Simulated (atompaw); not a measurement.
## Cr: one change to a PAW (atompaw) potential, before and after

```
Element                 : chromium
Generator               : atompaw 4.2.0.5
Type                    : PAW
Functional              : PBE
Relativity              : scalar-relativistic
Frozen core             : [Ar]
Valence charge          : 6
Reference configuration : 3d4 4s2 4p0
Partial waves           : 4s (bound): rc 3.00 bohr; 4s channel at 0.4 Ry: rc 3.00 bohr; 4p (bound, empty): rc 3.00 bohr; 4p channel at 0.5 Ry: rc 3.00 bohr; 3d (bound): rc 2.15 bohr; 3d channel at 1.35 Ry: rc 2.15 bohr
Local potential         : troulliermartins scheme with l = 3 at -0.5 Ry, radius 2.40 bohr
Core correction         : smooth core density matched at 2.75 bohr
Augmentation charge     : besselshape compensation charge, radius 2.85 bohr; PAW radius 3.00 bohr; waves and projectors: custom rrkj vanderbiltortho
```

Change: waves 4s (bound); 4s channel at 0.4 Ry; 4p (bound); 4p channel at 0.5 Ry; 3d (bound); 3d channel at 1.35 Ry; augmentation besselshape compensation charge, radius 2.85 bohr; PAW radius 3.00 bohr; waves and projectors: bloechl.

Cutoffs: the cutoffs (Ry, on a coarse ladder) from which the occupation-weighted sum of valence levels, in a spherical-Bessel basis at the reference potential, stays within 10 and 1 mRy of its value at 400 Ry; they do not see the model core or the augmentation charge, which bear on the density cutoff.

Question: What does the change do?

Answer: The potential gets neither clearly harder nor softer (21 Ry and 35 Ry → 25 Ry and 30 Ry); a bound ghost appears in s, which as a rule spoils a file.

```csv
quantity,base,changed
"cutoff, loose",21 Ry,25 Ry
"cutoff, tight",35 Ry,30 Ry
bound ghosts,none,s
s: phases at 3.01 bohr within 0.05 rad from the reference energy up to (Ry; the scan ends near 5),1.6,2.6
p: phases at 3.01 bohr within 0.05 rad from the reference energy up to (Ry; the scan ends near 5),2.9,3.0
d: phases at 3.01 bohr within 0.05 rad from the reference energy up to (Ry; the scan ends near 5),4.4,4.2
lowest overlap eigenvalue by channel,"s 0.33, p 0.58, d 0.88","s 0.01, p 0.01, d 1.00"
```

 A true bound ghost makes a file unfit for plane-wave use even where its test errors are small: the radial tests pick states by their node count and pass the ghost by. The cutoffs see the waves, projectors and local potential, not the compensation charge or the core.
